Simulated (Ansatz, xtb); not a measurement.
## BF4HSi: 3 structures ranked

3 gas-phase structures of BF4HSi, found in a search over its isomers (lower ones may exist). Each was relaxed with GFN2-xTB; where two conformers were screened, the lower at r2SCAN-D4/def2-SVP is listed:

A. `FB[Si](F)(F)F`, a singlet
B. `FB(F)[SiH](F)F`, a singlet
C. `F[BH-](F)[Si+](F)F`, a singlet

Make a reasoned guess at their ranking by r2SCAN-D4/def2-SVP single-point energy.

Calculated order at r2SCAN-D4/def2-SVP: B (0.0), A (7.5), C (33.9) kcal/mol.

Energies above the lowest of each column, in kcal/mol; the last columns are at B3LYP-D3(BJ)/def2-SVP geometries and were run for some of them only (a dash: not run or not comparable):

| structure | GFN2-xTB | HF/STO-3G | r2SCAN-D4/def2-SVP | B3LYP-D3(BJ)/def2-SVP | CCSD(T)/def2-SVP + ΔMP2/def2-TZVPP |
| --- | --- | --- | --- | --- | --- |
| B | 2.9 | 0.0 | 0.0 | 0.0 | 0.0 |
| A | 0.0 | 27.0 | 7.5 | 7.3 | 1.0 |
| C | 22.6 | 44.3 | 33.9 | – | – |

CCSD(T)/def2-SVP + ΔMP2/def2-TZVPP puts B lowest of those it was run on; GFN2-xTB picks A. Some further structures that were screened fall inside this span and aren't listed. Flexible structures stand in one conformer each, not always the lowest. Frequencies (B3LYP-D3(BJ)/def2-SVP) were run for A, B alone. The ΔMP2 step shifts differences by up to 5.5 kcal/mol, which makes them less sure. ΔMP2 is the change of the MP2 energy from the smaller to the larger basis.

Programs: Ansatz 0.2.0, xtb 6.7.1.
